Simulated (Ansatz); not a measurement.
A nudged elastic band was laid between two geometries of C2H8AlB (12 atoms, charge 0, multiplicity 1).

The calculation used RKS B3LYP/6-31G* (Ansatz 0.2.0).

| Item | Value |
| --- | --- |
| movable images | 7 |
| climbing image | yes |
| spring | 2.0 to 10.0 eV/Å², energy-weighted |
| optimiser | quadratic models (default) |
| start path | IDPP |
| force threshold | 0.05 eV/Å |
| iteration limit | 60 |
| end points | relaxed |

First end point:

```xyz
12
Properties=species:S:1:pos:R:3
C 0.088 1.408 -0.732
B 0.022 0.015 0.012
C 0.909 -0.167 1.306
Al -1.230 -1.577 -0.712
H -0.090 1.394 -1.813
H -0.740 2.001 -0.302
H 1.005 1.979 -0.529
H 1.857 -0.606 0.944
H 0.531 -0.862 2.065
H 1.183 0.778 1.797
H -2.780 -1.691 -0.323
H -0.678 -2.728 -1.680
```

Last end point:

```xyz
12
Properties=species:S:1:pos:R:3
C 0.360 1.163 -1.024
B 0.025 0.013 0.007
C 0.893 -0.063 1.325
Al -1.553 -1.396 -0.371
H 0.146 0.953 -2.078
H -0.307 1.999 -0.744
H 1.384 1.553 -0.940
H 1.371 0.888 1.601
H 1.719 -0.758 1.082
H 0.404 -0.484 2.211
H -3.080 -1.102 0.018
H -1.286 -2.822 -1.054
```

(1) Which bonds break or form, and what moves?

(2) Give the energies along the band, and the barrier.

(3) What is the geometry of the highest image?

Results:

(1) No bond is made or broken. The dihedral Al4–B2–C3–H10 goes from -157 to -29°. The two ends are copies of one structure, up to a mirror image or an exchange of like atoms.

(2) It converged. The highest image is number 3 of 0 to 8, 0.016 eV above the ends, which have the same energy within 2 meV. Another band between the same ends (7 images) ends at a top of the same energy, where a vibrational analysis finds 1 clearly imaginary mode.

```tsv
image	path coordinate (Å)	energy (eV)	dihedral Al4–B2–C3–H10 (°)
0	0.00	0.000	-157
1	0.61	0.008	-137
2	0.99	0.015	-122
3	1.35	0.016	-108
4	1.73	0.015	-95
5	2.13	0.014	-81
6	2.55	0.013	-66
7	3.01	0.008	-51
8	3.66	0.000	-29
```

(3) 
```xyz
12
Properties=species:S:1:pos:R:3:forces:R:3
C 0.277 1.271 -0.900 0.00 0.01 0.02
B 0.061 -0.027 -0.020 0.01 0.00 -0.01
C 0.967 -0.190 1.267 -0.01 0.00 0.01
Al -1.487 -1.443 -0.488 0.00 0.00 0.00
H 0.129 1.130 -1.978 0.00 -0.01 0.00
H -0.509 1.984 -0.594 0.00 0.00 -0.01
H 1.240 1.776 -0.742 0.00 0.00 0.00
H 2.024 0.021 1.046 0.00 0.01 -0.01
H 0.910 -1.141 1.807 0.00 0.00 0.00
H 0.656 0.600 1.975 0.01 -0.01 0.00
H -3.009 -1.259 -0.021 0.00 0.00 0.01
H -1.180 -2.779 -1.318 0.00 0.00 0.00
```

The run took 2.9 min on 1 thread of Arm Neoverse V1 (shared host), peak memory 0.16 GiB.
